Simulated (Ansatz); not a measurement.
Saddle point of BH$_{4}$O$_{3}$F, singlet (BH₃O₃ ([OH][B]([OH])[OH]) + HF → BH₂O₂F ([OH][B]([OH])[F]) + H₂O; bonds formed: B1–F6, O2–H5; bonds broken: B1–O2, H5–F6), PBE0-D4/def2-TZVP structure:

B1  (-0.229, -0.083, -0.100)
O2  (1.205, 0.417, -0.309)
O3  (-0.534, -1.360, -0.488)
O4  (-1.128, 0.933, -0.295)
H5  (1.130, 0.302, 0.857)
F6  (0.277, -0.137, 1.555)
H7  (1.188, 1.338, -0.593)
H8  (0.117, -2.017, -0.237)
H9  (-2.026, 0.609, -0.390)
(Å)

Energies are electronic, without zero-point energy. Barriers and step energies count from the start structure reached by relaxing down the imaginary mode; all methods use the PBE0-D4 structures, on which another method's saddle can fall below an end. Computed with Ansatz 0.2.0 (basis: def2-TZVPP, with def2-QZVPP for the basis limit); correlated methods freeze the cores. B3LYP uses VWN-RPA correlation. Extrapolation: Hartree–Fock as exp(−7.88 √X), correlation as X^−2.97.

```json
{"method": "SPW92", "barrier (eV)": "0.935", "step energy (eV)": "0.321"}
{"method": "PBE-D4", "barrier (eV)": "1.157", "step energy (eV)": "0.135"}
{"method": "BLYP-D4", "barrier (eV)": "1.304", "step energy (eV)": "0.094"}
{"method": "r2SCAN-D4", "barrier (eV)": "1.196", "step energy (eV)": "0.092"}
{"method": "B97M-V", "barrier (eV)": "1.353", "step energy (eV)": "0.034"}
{"method": "PBE0-D4", "barrier (eV)": "?", "step energy (eV)": "0.128"}
{"method": "B3LYP-D4", "barrier (eV)": "1.369", "step energy (eV)": "0.098"}
{"method": "r2SCAN0-D4", "barrier (eV)": "1.278", "step energy (eV)": "0.101"}
{"method": "BHLYP-D4", "barrier (eV)": "1.485", "step energy (eV)": "0.086"}
{"method": "CAM-B3LYP-D4", "barrier (eV)": "1.334", "step energy (eV)": "0.127"}
{"method": "wB97X-V", "barrier (eV)": "?", "step energy (eV)": "0.084"}
{"method": "wB97M-V", "barrier (eV)": "1.261", "step energy (eV)": "0.082"}
{"method": "B2PLYP", "barrier (eV)": "1.364", "step energy (eV)": "0.094"}
{"method": "PBE-QIDH", "barrier (eV)": "1.308", "step energy (eV)": "0.122"}
{"method": "RPA on PBE", "barrier (eV)": "1.275", "step energy (eV)": "0.041"}
{"method": "HF", "barrier (eV)": "1.790", "step energy (eV)": "-0.044"}
{"method": "MP2", "barrier (eV)": "?", "step energy (eV)": "0.106"}
{"method": "CCSD", "barrier (eV)": "1.407", "step energy (eV)": "0.060"}
{"method": "CCSD(T)", "barrier (eV)": "1.331", "step energy (eV)": "0.079"}
```

**Question.** Fill in the withheld barriers. (To be estimated.)

**Answer.** Computed: PBE0-D4 1.260; MP2 1.302; wB97X-V 1.275 eV. Each is the energy of the saddle less that of the start structure, by the same method.

For comparison, the barrier by CCSD(T) at an estimated basis limit (MP2 extrapolated from triple and quadruple zeta, plus CCSD(T) − MP2 in triple zeta) is 1.384 eV.

No T1 diagnostic of these runs exceeds 0.012.

Steps of this kind, hydrogen fluoride cutting a network bond, underlie vapour etching and the fluorination step of atomic layer etching.

Labels in which every atom is bracketed show which atoms are joined, not bond orders.

For scale, one of the runs: CCSD(T)/def2-TZVPP, 211 basis functions, launched by `ansatz run in.yaml --threads 4 --pin off --events-out ev --progress --plain --max-ram 9574MiB`. The run took 110 s on 4 CPU threads of an Arm Neoverse V1 (shared host), with 3.4 GiB of host memory at its peak.
